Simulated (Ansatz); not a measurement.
Geometry optimisation, RKS PBE0-D4/6-31G* (Ansatz).

Input file:

```yaml
crystal:
  periodic: [false, false, false]
  atoms:
    - { symbol: Si, position_ang: [0.0, 0.0, 0.0] }
    - { symbol: H, position_ang: [0.0, 0.0, 1.81] }
    - { symbol: F, position_ang: [1.4994, 0.0, -0.5295] }
    - { symbol: H, position_ang: [-0.6877, 1.1914, -0.4862] }
    - { symbol: H, position_ang: [-0.6877, -1.1914, -0.4862] }
    - { symbol: O, position_ang: [-1.879, 0.0, 0.6243] }
    - { symbol: Al, position_ang: [-3.1927, -0.9643, -0.0916] }
    - { symbol: H, position_ang: [-2.9236, -2.4314, -0.5488] }
    - { symbol: H, position_ang: [-4.6133, -0.3425, -0.2619] }
    - { symbol: H, position_ang: [-0.9605, 0.0, 1.7351] }
basis:
  gaussian: { orbitals: "6-31G*" }
hamiltonian:
  xc: pbe0
  dispersion: d4
relax:
  f_tol: 0.15
  max_steps: 25
  restrain:
    - { distance: [0, 5], at: 2.88, k: 30.0 }
    - { distance: [9, 1], at: 1.86, k: 30.0 }
    - { distance: [0, 1], at: 1.46, k: 30.0 }
    - { distance: [9, 5], at: 1.01, k: 30.0 }
```

Launched with:

```bash
$ ansatz run input.yaml --threads 1 --pin off --max-ram 2048MiB --backend cpu --events-out ev --progress --plain --runs-dir out
```

Problem. Where does it end, and by what steps?

Solution. The forces met the threshold. The restraints hold the end off the free minimum. After 17 steps the energy has fallen by 3.501 eV (the restraints' own energy left out); H9 moved furthest, 1.12 Å. Parted: Si1–O6 (1.98 → 2.87 Å). Joined: O6–H10 (1.44 → 0.98 Å).

| step | energy less start (eV) | largest force component (eV/Å) | accepted |
| --- | --- | --- | --- |
| 0 | 0.0000 | 3.458 | yes |
| 1 | -0.9721 | 3.605 | yes |
| 2 | -2.0691 | 5.386 | yes |
| 3 | -2.7480 | 4.936 | yes |
| 4 | -2.7196 | 3.241 | yes |
| 5 | -3.2876 | 0.779 | yes |
| 6 | -3.3568 | 1.011 | yes |
| 7 | -3.3945 | 0.883 | yes |
| 8 | -3.3959 | 1.185 | yes |
| 9 | -3.4343 | 0.807 | yes |
| 10 | -3.4468 | 0.808 | yes |
| 11 | -3.4466 | 0.922 | yes |
| 12 | -3.4483 | 0.909 | yes |
| 13 | -3.4715 | 0.877 | yes |
| 14 | -3.4779 | 0.953 | yes |
| 15 | -3.4911 | 1.041 | yes |
| 16 | -3.4997 | 1.008 | yes |
| 17 | -3.5013 | 0.992 | yes |

```xyz
10
Properties=species:S:1:pos:R:3
Si 0.021 0.080 -0.119
H -0.045 -0.406 1.267
F 1.442 -0.310 -0.756
H -0.199 1.534 -0.260
H -1.025 -0.659 -0.919
O -2.460 0.124 1.320
Al -2.936 -0.995 0.076
H -2.633 -2.546 0.272
H -3.837 -0.372 -1.068
H -1.773 -0.188 1.951
```

Time of the run: 60 s on 1 thread of Arm Neoverse V2, on a shared host, peak memory 0.16 GiB.
